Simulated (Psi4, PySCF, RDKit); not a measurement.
Relaxed torsion scan: C2H4F2, SMILES FCCF. Scanned: dihedral F1–C2–C3–F4; all other coordinates were relaxed at GFN2-xTB. Points at φ and −φ are mirror images.

Atom numbering (GFN2-xTB optimised geometry, Å):
```
8

F     -1.3469     0.5336     1.0192
C     -0.7522    -0.1254    -0.0221
C      0.7523     0.1248     0.0225
F      1.3460    -0.5281    -1.0232
H     -1.1877     0.2598    -0.9495
H     -0.9780    -1.1908     0.0885
H      1.1894    -0.2651     0.9472
H      0.9770     1.1910    -0.0826
```

- B3LYP/def2-TZVP // GFN2-xTB (Psi4)
- MMFF94 // GFN2-xTB (RDKit)
- RHF/3-21G = restricted Hartree-Fock/3-21G // GFN2-xTB in PySCF
- PBE/def2-TZVP // GFN2-xTB (Psi4)
- RKS-B3LYP/6-311+G** = restricted B3LYP/6-311+G**, spherical d, density fitting // GFN2-xTB (PySCF 2.14.0)
- MP2/cc-pVTZ = DF-MP2 (frozen core)/cc-pVTZ // GFN2-xTB (Psi4)

Energies in kcal/mol, each method relative to its own lowest point.

```csv
φ / °,B3LYP/def2-TZVP,MMFF94,RHF/3-21G,PBE/def2-TZVP,RKS-B3LYP/6-311+G**,MP2/cc-pVTZ
-150,1.6,1.8,1.3,1.8,1.5,1.6
-120,2.4,2.9,2.7,2.5,2.3,2.7
-90,0.4,0.5,1.1,0.5,0.4,0.6
-60,0.0,0.0,1.3,0.0,0.0,0.0
-30,4.0,4.5,5.8,4.1,4.1,4.2
0,7.2,8.2,8.8,7.2,7.3,7.5
30,4.0,4.5,5.8,4.1,4.1,4.2
60,0.0,0.0,1.3,0.0,0.0,0.0
90,0.4,0.5,1.1,0.5,0.4,0.6
120,2.4,2.9,2.7,2.5,2.3,2.7
150,1.6,1.8,1.3,1.8,1.5,1.6
180,0.5,0.2,0.0,0.9,0.5,0.4
```

Root-mean-square difference from the MP2/cc-pVTZ profile, itself a level with limits, after the best constant shift (kcal/mol): B3LYP/def2-TZVP 0.1, MMFF94 0.2, RHF/3-21G 0.8, PBE/def2-TZVP 0.2, RKS-B3LYP/6-311+G** 0.1.
